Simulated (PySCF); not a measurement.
C3H7BO3, SMILES [C@H]1(CCOB1O)O. Atoms are numbered in the order given.

```xyz
14

O      2.1454     0.0486     0.0336
B      0.8238    -0.2236    -0.0932
O      0.3049    -1.4846    -0.0224
C     -1.1261    -1.4226    -0.1695
C     -1.5277     0.0239     0.1516
C     -0.3214     0.8521    -0.3227
O     -0.2195     2.0792     0.3813
H      2.6794    -0.7415     0.1942
H     -1.5839    -2.1655     0.5007
H     -1.3851    -1.6977    -1.2074
H     -1.6168     0.1630     1.2418
H     -2.4892     0.3072    -0.3040
H     -0.4263     1.0373    -1.4173
H      0.7077     2.3490     0.3622
```

The structure is a stationary point at B3LYP-D3(BJ)/def2-SVP. The structure was generated by enumeration; whether it is a known compound was not checked. Other conformers were not sampled.

Vertical ionisation energy (IE) and electron affinity (EA) in eV. Rows of orbital energies are one-electron estimates. Where ΔSCF, EOM or ADC give a negative EA the extra electron is unbound and the value depends on the basis.

```json
[
 {"level": "−ε(HOMO), −ε(LUMO), M06-2X/def2-TZVP (PySCF)", "IE": "…", "EA": "…"},
 {"level": "−ε(HOMO), −ε(LUMO), PBE/def2-TZVP (PySCF)", "IE": "5.83", "EA": "0.17"}
]
```

Problem. What belongs in the gaps? (The exact figures need the calculation; the answer reports its results.)

Solution. 
- −ε(HOMO), −ε(LUMO), M06-2X/def2-TZVP (PySCF), IE: 9.07
- −ε(HOMO), −ε(LUMO), M06-2X/def2-TZVP (PySCF), EA: -1.27
